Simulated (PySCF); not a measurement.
Correlation energy of Tc²⁺ (technetium, charge +2)

[Kr] 4d5, high-spin 6S determinant. Computed with PySCF 2.14 in x2c-TZVPPall (8s6p6d2f1g, 79 functions), with scalar relativity by spin-free X2C-1e. Frozen: [Kr]; 5 electrons correlated.

| level | correlation energy (mhartree) |
| --- | --- |
| CCSD | -65.06 |
| (T) | -0.77 |
| CCSD(T) | -65.83 |

Diagnostics: T1 = 0.00089, D1 = 0.0013, largest double amplitude 0.024.

Cost of the coupled-cluster step: roughly 3 core-seconds, for 5 correlated electrons.
